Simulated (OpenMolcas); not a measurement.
**Computed transition rates of Ge I**

| Quantity | Value |
| --- | --- |
| Program | OpenMolcas 26.06 |
| Method | SS-CASPT2, IPEA 0.25 Eh, imaginary shift 0.1 Eh (closed shells correlated: 3d) |
| Basis | ANO-RCC [10s9p8d5f2g] |
| Scalar Hamiltonian | DKH2, point nucleus |
| Active space | 4 electrons in 8 orbitals (4s 4p 5s 5p) |
| State averaging | 2S+1 = 3 even, 3 roots; 2S+1 = 1 even, 6 roots; 2S+1 = 5 odd, 1 root; 2S+1 = 3 odd, 5 roots |
| Spin-orbit coupling | state interaction with AMFI integrals over the reference wave functions, term energies averaged over their components |

Rates come from the transition moments of the reference wave functions (E1 and E2 in the length form). At fixed line strength A goes as λ^-3 for E1 and M1 and as λ^-5 for E2, so a rate at the computed wavelength can be rescaled to the measured one. Measured vacuum wavelengths follow from level energies in NIST Handbook of Basic Atomic Spectroscopic Data. Branching counts decays inside the model space alone, at computed energies, and the table is only a selection of the E2 and M1 lines, drawn from those between levels with measured partners whose computed energy lies within a factor of 1.5 of the measured one.

| Upper | Lower | Type | λ computed (nm) | λ measured (nm) | A computed (s-1) | A rescaled (s-1) | Branching % |
| --- | --- | --- | --- | --- | --- | --- | --- |
| 4s² 4p² ³P₁ | 4s² 4p² ³P₀ | M1 | 21950 | 17950 | 1.70e-03 | 3.11e-03 | 100.0 |
| 4s² 4p² ³P₂ | 4s² 4p² ³P₁ | M1 | 14070 | 11730 | 4.83e-03 | 8.34e-03 | 100.0 |
| 4s² 4p² ¹D₂ | 4s² 4p² ³P₂ | M1 | 1722 | 1750 | 6.66e-02 |  | 67.1 |
| 4s² 4p² ¹D₂ | 4s² 4p² ³P₂ | E2 | 1722 | 1750 | 8.29e-04 |  | 0.8 |
| 4s² 4p² ¹D₂ | 4s² 4p² ³P₁ | M1 | 1534 | 1522 | 3.17e-02 |  | 31.9 |
| 4s² 4p² ¹S₀ | 4s² 4p² ¹D₂ | E2 | 1148 | 1082 | 1.02e+00 | 1.37e+00 | 51.3 |
| 4s² 4p² ¹S₀ | 4s² 4p² ³P₂ | E2 | 688.9 | 668.6 | 4.80e-02 |  | 2.4 |
| 4s² 4p² ¹S₀ | 4s² 4p² ³P₁ | M1 | 656.7 | 632.5 | 9.22e-01 |  | 46.3 |

Spin-changing lines and M1 lines between different terms are not rescaled, since their strength hangs on the term gaps too.

The largest correction is for 4s² 4p² ³P₁ → 4s² 4p² ³P₀ (M1): 1.70e-03 × (21950 / 17950)^3 = 3.11e-03 s-1, a factor of 1.83.

No measured rate stands beside these. Rescaling mends the energy factor alone: line strengths can still be far off where a level mixes with configurations outside the active space, and weak or spin-changing lines hang on small mixing coefficients that depend on the term gaps too, so rescaling need not improve them.

CASPT2 does not keep the components of a term degenerate, so their means are used; among the terms shown or strongly mixed into the levels shown the widest spread is 60 cm-1 (4s² 4p² ¹D). Over all roots computed the reference weight is 0.89 to 0.95; the roots of lowest weight are the least certain, and an intruder state may touch them. Active for correlation alone: 5p 5s; no level in the range computed is led by a configuration that fills them, so any true level of that kind is missing. Computed and measured levels are paired by configuration, term and J; levels that our copy of the source lacks, or whose pairing is in doubt (as where it misses far off the trend of its configuration), stay unpaired. Only configurations of the active space appear.
